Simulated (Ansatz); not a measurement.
Reactions of C4H9F (`CC(C)(C)F`).

Gas-phase electronic energies from Ansatz, PBE0-D4/def2-TZVP geometries. CCSD(T)/CBS is the MP2 limit (def2-TZVPP, def2-QZVPP) plus CCSD(T) − MP2 in def2-TZVPP, frozen cores. This one scheme is used for every species, atoms too. DFT in def2-TZVPP. B3LYP here is the variant with VWN-RPA as its local correlation; programs differ in this. Open shells (•) are unrestricted, without spin–orbit coupling. Spin–orbit coupling would lower the free atoms: a little for C, F. Elements past krypton have def2 core potentials. Bonds to Te are less sure, by a few kJ/mol each and by 10 to 20 or more in all where they break to atoms, as the def2 sets lack core-valence functions. Each species was taken in one conformer, which may not be the lowest.

```csv
reaction,B2PLYP (eV),B3LYP-D4 (eV),MP2/CBS(def2) (eV),ωB97M-V (eV)
`CC(C)(C)F` → `CCC(C)F`,0.16,0.17,0.21,0.19
`CC(C)(C)F` + H₂O → `CC(C)(O)F` + CH₄,-0.06,-0.06,0.11,-0.04
`CC(C)(C)F` → 4 C• + F• + 9 H•,56.64,57.16,57.78,57.31
`CC(C)(C)F` → H–F + `C=C(C)C`,0.78,0.81,0.78,0.95
`CC(C)(C)F` + `[SiH3][SiH2][TeH]` → `C[Te][SiH2][SiH3]` + `CC(C)F`,0.09,0.07,0.06,0.15
`CC(C)(C)F` → `C[C](C)C`• + F•,5.01,4.95,5.58,5.18
```

Problem. Give the CCSD(T)/CBS values in the same order. (Best estimate.)

Solution. Computed: 0.19, 0.06, 57.17, 0.80, 0.10, 5.24 eV.

Largest T1 diagnostic: 0.012, for `[SiH3][SiH2][TeH]`.
